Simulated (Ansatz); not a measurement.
`OP[SiH3]` + `[OH][AlH][SiH2][SeH]` → `OP[SiH2][SeH]` + `[OH][AlH][SiH3]`  (redistribution)

Program: Ansatz. Geometries: PBE0-D4/def2-TZVP. ΔE: electronic, gas phase. CCSD(T)/CBS adds triple-zeta CCSD(T) − MP2 to the extrapolated MP2 energy (def2 sets, frozen cores). DFT in def2-TZVPP. For Se outer-core shells are correlated without core-valence functions, which leaves a few kJ/mol of doubt a bond. Scalar relativity is left out up to krypton. One conformer a species, not always the lowest.

| species | BLYP energy (Eh) |
| --- | --- |
| `OP[SiH3]` | -709.10753 |
| `[OH][AlH][SiH2][SeH]` | -3011.84978 |
| `OP[SiH2][SeH]` | -3110.73272 |
| `[OH][AlH][SiH3]` | -610.22561 |

Problem. Work out ΔE.

Solution. ΔE = (-3110.73272) + (-610.22561) − (-709.10753) − (-3011.84978) = -0.00102 Eh = -0.03 eV. CCSD(T)/CBS gives 0.00 eV.

Largest T1 diagnostic among the species: 0.014.

Leaving LDA and LC-ωPBE aside and taking each functional with its dispersion term where it has one, the values, not all of them listed here, spread over 0.02 eV, from B97M-V to ωB97M-V.
